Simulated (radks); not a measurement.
Effect of the nuclear size on neutral barium, [Xe] 6s2. Calculated with a radial shooting solver on a logarithmic mesh with Libxc functionals: Dirac Kohn-Sham, PBE, spin-unpolarised, spherical densities, finite nucleus; Fermi nuclear charge, rms radius 4.8378 fm. The rms radius is varied about that value; shifts are against it.

| rms radius (fm) | total energy shift (eV) | density at nucleus (e/bohr^3) | 1s1/2 shift (meV) | 2s1/2 shift (meV) | 4p1/2 shift (meV) | 5s1/2 shift (meV) | 5p1/2 shift (meV) | 6p1/2 (empty) shift (meV) |
|---|---|---|---|---|---|---|---|---|
| 3.996 | -2.68 | 3.349e+05 | -1120 | -134 | 0.526 | -0.817 | 0.208 | 0.052 |
| 4.475 | -1.21 | 3.277e+05 | -502 | -60.3 | 0.237 | -0.368 | 0.093 | 0.023 |
| 4.8378 | 0 | 3.228e+05 | 0.000 | 0.000 | 0.000 | 0.000 | 0.000 | 0.000 |
| 5.2103 | 1.32 | 3.182e+05 | 548 | 65.9 | -0.258 | 0.401 | -0.102 | -0.025 |
| 5.6264 | 2.88 | 3.135e+05 | 1200 | 144 | -0.565 | 0.878 | -0.223 | -0.056 |

Slopes of the eigenvalues against <r^2> in GHz/fm^2, as finite differences over the two radii next to the reference (eigenvalue slopes, not the field-shift constants of lines): 1s1/2 35700, 2s1/2 4290, 4p1/2 -16.8, 5s1/2 26.1, 5p1/2 -6.63, 6p1/2 (empty) -1.65.
